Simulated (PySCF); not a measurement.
Runs that did not reach their result, on `BSCC(F)(F)F` (driver script around PySCF, density fitting, GFN2-xTB geometry as the base; each input is a line of settings and coordinates in Å).

Command:
```bash
OMP_NUM_THREADS=1 python probes_run.py task.json out
```
Input:
```
{"job": {"kind": "nmr", "xc": "PBE00", "basis": "pcSseg-1", "pop": true, "gauge": [2, 0, 0], "scf": {"max_cycle": 84}}, "charge": 0, "multiplicity": 1}
B      2.137129    -0.277384    -0.061521
S      0.916625     0.011796    -1.277821
C     -0.656615    -0.496469    -0.473266
C     -1.245612     0.629086     0.353830
F     -2.409998     0.248707     0.911445
F     -0.451902     1.006993     1.364073
F     -1.507132     1.725021    -0.363511
H      3.229337    -0.000267    -0.355482
H      1.850518    -0.744385     0.966929
H     -0.491631    -1.357086     0.172723
H     -1.365293    -0.743342    -1.263362
```

Output:
```
KeyError: "LibXCFunctional: name 'PBE00' not found."
```

**Question.** What went wrong, and what mends it?

**Answer.** The functional name PBE00 isn't known to the program. Correct the name (PBE0). The run gave no result.

Input:
```
{"job": {"kind": "nmr", "xc": "OLYP", "basis": "pcX-1", "pop": false, "scf": {"max_cycle": 100}}, "charge": 0, "multiplicity": 3}
(coordinates as above)
```

Output:
```
KeyError: 'Element h (Z=1) not found in basis pcX-1 version 1'
```

**Question.** Diagnose the run.

**Answer.** The basis pcX-1 in the Basis Set Exchange has no functions for hydrogen, so the input was refused before any integral. Choose a basis that covers all elements. The run gave no result.

The values belong to the conformer `[BH2:1][S:2][CH2:3][C:4]([F:5])([F:6])[F:7]`: B1–S2–C3–C4 85°, S2–C3–C4–F5 179°.
